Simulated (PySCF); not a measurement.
AlH2I, SMILES [AlH2][I].

Coordinates come from a PBE-D3(BJ)/def2-TZVP optimisation. The def2 effective core potentials stand for the cores of I; spin–orbit coupling is left out.

Computed with IEF-PCM-PBE0/def2-SVP in PySCF 2.14.0.

The values are the electrostatic part of the solvation free energy, E(continuum) − E(gas) at the gas-phase geometry, in a cavity of scaled van der Waals radii (PySCF's table); cavitation and dispersion terms are not included. A continuum can't describe solvent molecules that bind to the metal. In vacuum the orbital gap is 5.68 eV. The dipole moment in vacuum is 1.18 D.

Q: Estimate the values in water (ε = 78.36), methanol (ε = 32.61), ethanol (ε = 24.85). (Estimate from the structure and the level; the computed values follow.)

A: 
```csv
solvent,ε,ΔG(elec) (kcal/mol),dipole (D),gap (eV)
water,78.36,-4.5,1.83,6.27
methanol,32.61,-4.4,1.81,6.26
ethanol,24.85,-4.3,1.80,6.25
```
